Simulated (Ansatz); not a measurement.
The cluster Sr2Se. The state is a singlet with charge 0. Geometry r2SCAN-D4/def2-TZVP; atoms count from 1.

| atom | x (Å) | y (Å) | z (Å) |
| --- | --- | --- | --- |
| Sr1 | 1.8074 | 0.4935 | 0.5946 |
| Sr2 | -0.8527 | -0.9993 | -1.4622 |
| Se3 | -0.9547 | 0.5058 | 0.8676 |

In the def2 sets Sr takes a core potential; there is no spin–orbit coupling. The geometry of the singlet was relaxed on an unsound state (restricted singlet, unstable towards broken spin symmetry). The structure comes from a short search, and lower isomers may exist.

Question: Estimate the Mulliken populations from the PBE0/def2-TZVP orbitals of Ansatz.

Answer: 
```tsv
atom	charge (e)
Sr1	0.46
Sr2	0.46
Se3	-0.93
```
Mulliken values and Mayer orders depend strongly on the basis.

Question: And the Mayer bond orders between bonded heavy atoms (over 0.3)?

Answer: Sr1–Sr2 1.03 (3.68 Å); Sr1–Se3 0.88 (2.78 Å); Sr2–Se3 0.88 (2.78 Å).
